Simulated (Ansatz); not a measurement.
One change: `C=C[O][AlH][F]` becomes `C=CO[SiH2]C`.

Ansatz, PBE0-D4/def2-TZVP geometries, multiplicity 1. Each molecule was computed in one conformer, which needn't be the lowest.

| property | `C=C[O][AlH][F]` |
| --- | --- |
| LUMO energy (PBE0/def2-TZVPP) / eV | -0.78 |
| HOMO–LUMO gap (ωB97M-V/def2-TZVPP) / eV | 9.99 |
| HOMO energy (PBE/def2-TZVPP) / eV | -5.83 |
| HOMO energy (PBE0/def2-TZVPP) / eV | -6.97 |
| size of the dipole moment (ωB97M-V/def2-TZVPP) / D | 1.74 |
| LUMO energy (PBE/def2-TZVPP) / eV | -1.57 |

(1) Give the same properties after the change, and the shifts. (Estimate.)

Results:

(1) Computed: 
```csv
property,`C=CO[SiH2]C`,shift
LUMO energy (PBE0/def2-TZVPP) / eV,0.42,1.20
HOMO–LUMO gap (ωB97M-V/def2-TZVPP) / eV,11.37,1.38
HOMO energy (PBE/def2-TZVPP) / eV,-5.74,0.09
HOMO energy (PBE0/def2-TZVPP) / eV,-6.92,0.05
size of the dipole moment (ωB97M-V/def2-TZVPP) / D,1.04,-0.70
LUMO energy (PBE/def2-TZVPP) / eV,-0.55,1.02
```

With PBE0 the HOMO rises by 0.05 eV and the LUMO rises by 1.20 eV, so the gap widens by about 1.15 eV. PBE moves the HOMO by 0.09 eV and ωB97M-V by 0.02 eV. Dipoles are sizes alone; their direction can turn.
